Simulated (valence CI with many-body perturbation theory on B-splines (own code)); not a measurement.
# Dy LIX: electric-dipole lines

Method: valence CI with perturbative core correlation (CI+MBPT): six valence electrons over a frozen Dirac-Fock core [He], a basis of 9 s, 9 p, 8 d, 6 f, 3 g, 1 h functions for each j, with the one-electron correlation potential Σ1, the two-electron term Σ2, the three-electron term Σ3, Breit, model QED; selected CI, second order for the rest, scaled by the run's own slope (own B-spline code, finite nucleus).

No measured spectrum was set against this ion. As an estimate, large intervals hold to a few tenths of a per cent, small ones and those within an open d or f shell to about a per cent. Among the levels kept, up to 2100 cm⁻¹ of a level comes from second order outside the variational space, and about a tenth of that is noise between levels of different J, which matters for small intervals.

Lines 51 to 100 of 200 in falling wavelength, among levels below 65369 × 10³ cm⁻¹, chosen from the strongest by gf and those to the six lowest levels. Wavelengths and rates use the calculated energies. Electric multipoles are in the length gauge with retardation, E1 and E2 with the static RPA response of the core. Weak lines are less certain than strong ones. Lines between different terms over intervals too small for the method are left out, as are lines whose strength nearly cancels. The highest levels of a list are the least certain.

Levels are named by their leading jj configuration (3d3/2^4 stands for four electrons in 3d with j = 3/2), which in mixed levels can hold well under half, so a name can repeat and another be missing. Letters in brackets count levels of one name in rising energy.

| λ vac (Å) | Upper | Lower | A (s⁻¹) | S (a.u.) |
| --- | --- | --- | --- | --- |
| 35.24 | (2s^2 2p1/2 2p3/2^2 3d3/2) J=0 | (2s^2 2p1/2 2p3/2^2 3p1/2) J=1 [a] | 4.03e+11 | 8.71e-03 |
| 35.21 | (2s^2 2p1/2^2 2p3/2 3d3/2) J=1 | (2s^2 2p1/2^2 2p3/2 3p1/2) J=1 | 3.35e+11 | 2.17e-02 |
| 34.99 | (2s^2 2p1/2 2p3/2^2 3p3/2) J=1 [c] | (2s^2 2p1/2 2p3/2^2 3s) J=1 [b] | 2.28e+11 | 1.45e-02 |
| 34.96 | (2s^2 2p1/2^2 2p3/2 3d3/2) J=0 | (2s^2 2p1/2^2 2p3/2 3p1/2) J=1 | 4.19e+11 | 8.83e-03 |
| 34.88 | (2s^2 2p1/2^2 2p3/2 3p3/2) J=2 | (2s^2 2p1/2^2 2p3/2 3s) J=1 | 3.36e+11 | 3.52e-02 |
| 34.68 | (2s^2 2p1/2 2p3/2^2 3p3/2) J=1 [c] | (2s^2 2p1/2 2p3/2^2 3s) J=0 | 3.59e+11 | 2.22e-02 |
| 34.24 | (2s 2p1/2^2 2p3/2^2 3s) J=2 [b] | (2s^2 2p1/2 2p3/2^2 3s) J=2 [b] | 2.00e+11 | 1.98e-02 |
| 34.18 | (2s^2 2p1/2 2p3/2^2 3p3/2) J=3 [b] | (2s^2 2p1/2 2p3/2^2 3s) J=2 [a] | 2.94e+10 | 4.05e-03 |
| 34.12 | (2s^2 2p1/2^2 2p3/2 3p3/2) J=2 | (2s^2 2p1/2^2 2p3/2 3s) J=2 | 3.23e+11 | 3.16e-02 |
| 34.05 | (2s^2 2p1/2 2p3/2^2 3p3/2) J=1 [b] | (2s^2 2p1/2 2p3/2^2 3s) J=1 [a] | 1.52e+11 | 8.88e-03 |
| 33.53 | (2s 2p1/2^2 2p3/2^2 3s) J=1 [a] | (2s^2 2p1/2 2p3/2^2 3s) J=1 [a] | 8.80e+10 | 4.91e-03 |
| 32.96 | (2s^2 2p1/2 2p3/2^2 3p3/2) J=2 [b] | (2s^2 2p1/2 2p3/2^2 3s) J=2 [b] | 1.77e+11 | 1.56e-02 |
| 32.81 | (2s^2 2p1/2^2 2p3/2 3p3/2) J=0 | (2s^2 2p1/2^2 2p3/2 3s) J=1 | 7.93e+11 | 1.38e-02 |
| 32.79 | (2s 2p1/2^2 2p3/2^2 3s) J=1 [b] | (2s^2 2p1/2 2p3/2^2 3s) J=2 [b] | 3.19e+11 | 1.67e-02 |
| 32.33 | (2s^2 2p1/2 2p3/2^2 3p3/2) J=2 [b] | (2s^2 2p1/2 2p3/2^2 3s) J=3 | 1.48e+11 | 1.23e-02 |
| 31.96 | (2s^2 2p1/2 2p3/2^2 3p3/2) J=2 [c] | (2s^2 2p1/2 2p3/2^2 3s) J=2 [b] | 2.28e+11 | 1.84e-02 |
| 31.52 | (2s 2p1/2^2 2p3/2^2 3s) J=2 [b] | (2s^2 2p1/2 2p3/2^2 3s) J=2 [a] | 5.05e+10 | 3.90e-03 |
| 31.37 | (2s^2 2p1/2 2p3/2^2 3p3/2) J=2 [c] | (2s^2 2p1/2 2p3/2^2 3s) J=3 | 7.65e+10 | 5.82e-03 |
| 31.29 | (2s 2p1/2^2 2p3/2^3) J=1 | (2s^2 2p1/2 2p3/2^3) J=2 | 8.80e+10 | 3.99e-03 |
| 31.09 | (2s 2p1/2^2 2p3/2^2 3s) J=1 [b] | (2s^2 2p1/2 2p3/2^2 3s) J=1 [a] | 1.69e+11 | 7.52e-03 |
| 30.68 | (2p1/2^2 2p3/2^4) J=0 | (2s 2p1/2 2p3/2^4) J=1 | 3.44e+11 | 4.90e-03 |
| 29.90 | (2s 2p1/2^2 2p3/2^3) J=1 | (2s^2 2p1/2 2p3/2^3) J=1 | 2.73e+10 | 1.08e-03 |
| 27.48 | (2s^2 2p3/2^4) J=0 | (2s 2p1/2^2 2p3/2^3) J=1 | 7.19e+09 | 7.36e-05 |
| 11.28 | (2s 2p1/2^2 2p3/2^2 3s) J=3 | (2s^2 2p1/2^2 2p3/2 3s) J=2 | 9.49e+11 | 4.70e-03 |
| 11.17 | (2s 2p1/2^2 2p3/2^2 3p1/2) J=3 | (2s^2 2p1/2^2 2p3/2 3p1/2) J=2 | 9.68e+11 | 4.66e-03 |
| 11.17 | (2s 2p1/2^2 2p3/2^2 3p1/2) J=2 | (2s^2 2p1/2^2 2p3/2 3p1/2) J=1 | 9.12e+11 | 3.14e-03 |
| 11.10 | (2s 2p1/2^2 2p3/2^2 3s) J=2 [a] | (2s^2 2p1/2^2 2p3/2 3s) J=1 | 4.26e+11 | 1.44e-03 |
| 11.02 | (2s 2p1/2^2 2p3/2^2 3s) J=2 [a] | (2s^2 2p1/2^2 2p3/2 3s) J=2 | 6.94e+11 | 2.29e-03 |
| 10.59 | (2s 2p1/2^2 2p3/2^3) J=2 | (2s^2 2p1/2^2 2p3/2^2) J=2 | 3.58e+12 | 1.05e-02 |
| 10.50 | (2s 2p1/2 2p3/2^4) J=0 | (2s^2 2p1/2 2p3/2^3) J=1 | 7.13e+12 | 4.07e-03 |
| 10.47 | (2s 2p1/2^2 2p3/2^2 3s) J=1 [a] | (2s^2 2p1/2^2 2p3/2 3s) J=1 | 2.36e+12 | 4.01e-03 |
| 10.45 | (2s^2 2p1/2 2p3/2^2 3p3/2) J=1 [b] | (2s^2 2p1/2^2 2p3/2 3s) J=2 | 1.99e+12 | 3.37e-03 |
| 10.41 | (2s 2p1/2^2 2p3/2^3) J=1 | (2s^2 2p1/2^2 2p3/2^2) J=0 | 2.24e+12 | 3.74e-03 |
| 10.40 | (2s 2p1/2^2 2p3/2^2 3s) J=1 [a] | (2s^2 2p1/2^2 2p3/2 3s) J=2 | 8.80e+11 | 1.47e-03 |
| 10.36 | (2s 2p1/2^2 2p3/2^2 3s) J=2 [b] | (2s^2 2p1/2^2 2p3/2 3s) J=1 | 4.97e+11 | 1.36e-03 |
| 10.35 | (2s 2p1/2 2p3/2^4) J=1 | (2s^2 2p1/2 2p3/2^3) J=2 | 6.77e+12 | 1.11e-02 |
| 10.29 | (2s 2p1/2^2 2p3/2^2 3s) J=2 [b] | (2s^2 2p1/2^2 2p3/2 3s) J=2 | 2.85e+12 | 7.67e-03 |
| 10.28 | (2p1/2^2 2p3/2^4) J=0 | (2s 2p1/2^2 2p3/2^3) J=1 | 1.44e+13 | 7.70e-03 |
| 10.22 | (2s 2p1/2^2 2p3/2^2 3s) J=1 [b] | (2s^2 2p1/2^2 2p3/2 3s) J=1 | 2.89e+12 | 4.57e-03 |
| 10.19 | (2s 2p1/2 2p3/2^4) J=1 | (2s^2 2p1/2 2p3/2^3) J=1 | 1.18e+12 | 1.85e-03 |
| 10.17 | (2s^2 2p1/2 2p3/2^2 3p3/2) J=2 [b] | (2s^2 2p1/2^2 2p3/2 3s) J=2 | 2.66e+12 | 6.92e-03 |
| 10.16 | (2s 2p1/2^2 2p3/2^2 3s) J=1 [b] | (2s^2 2p1/2^2 2p3/2 3s) J=2 | 1.35e+12 | 2.10e-03 |
| 10.15 | (2s 2p1/2^2 2p3/2^2 3s) J=0 | (2s^2 2p1/2^2 2p3/2 3s) J=1 | 3.62e+12 | 1.87e-03 |
| 10.09 | (2s^2 2p1/2 2p3/2^2 3p3/2) J=1 [c] | (2s^2 2p1/2^2 2p3/2 3s) J=1 | 7.51e+11 | 1.14e-03 |
| 9.979 | (2s 2p1/2^2 2p3/2^3) J=1 | (2s^2 2p1/2^2 2p3/2^2) J=2 | 6.77e+12 | 9.96e-03 |
| 6.220 | (2s 2p1/2 2p3/2^4) J=1 | (2s^2 2p1/2^2 2p3/2^2) J=0 | 8.93e+08 | 3.18e-07 |
| 6.064 | (2s 2p1/2 2p3/2^4) J=1 | (2s^2 2p1/2^2 2p3/2^2) J=2 | 6.08e+10 | 2.01e-05 |
| 2.181 | (2s^2 2p1/2^2 2p3/2 3p1/2) J=1 | (2s 2p1/2^2 2p3/2^3) J=1 | 4.27e+09 | 6.56e-08 |
| 2.181 | (2s^2 2p1/2^2 2p3/2 3p1/2) J=2 | (2s 2p1/2^2 2p3/2^3) J=1 | 4.43e+10 | 1.13e-06 |
| 2.154 | (2s^2 2p1/2^2 2p3/2 3p1/2) J=1 | (2s 2p1/2^2 2p3/2^3) J=2 | 6.93e+10 | 1.03e-06 |
